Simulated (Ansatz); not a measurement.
```yaml
atoms:
  - { symbol: C, position_ang: [0.0000, 0.0000, -0.6682] }
  - { symbol: F, position_ang: [0.0000, 0.0000, 0.8043] }
  - { symbol: H, position_ang: [0.0000, -1.1189, -1.0763] }
  - { symbol: H, position_ang: [-0.9690, 0.5595, -1.0763] }
  - { symbol: H, position_ang: [0.9690, 0.5595, -1.0763] }
```

Basis set: 6-31G* (spherical functions). Left uncorrelated: 2 orbitals. Charge 0, multiplicity 1.

Computed with Ansatz (development build ahead of 0.2.0); each method stands on the lowest determinant of its kind that the runs found. Restricted open shells among the atoms or ions are ROHF, correlated in semicanonical orbitals with singles.

The atomization energy at this shape (free ground-state atoms in the same class of orbitals less the molecule, no zero-point energy) of singlet CH3F:

```csv
method,atomization energy
RHF-MP2,16.32 eV
```

Q: What does RHF give?

A: 12.81 eV. Caution: the shape is not the minimum.
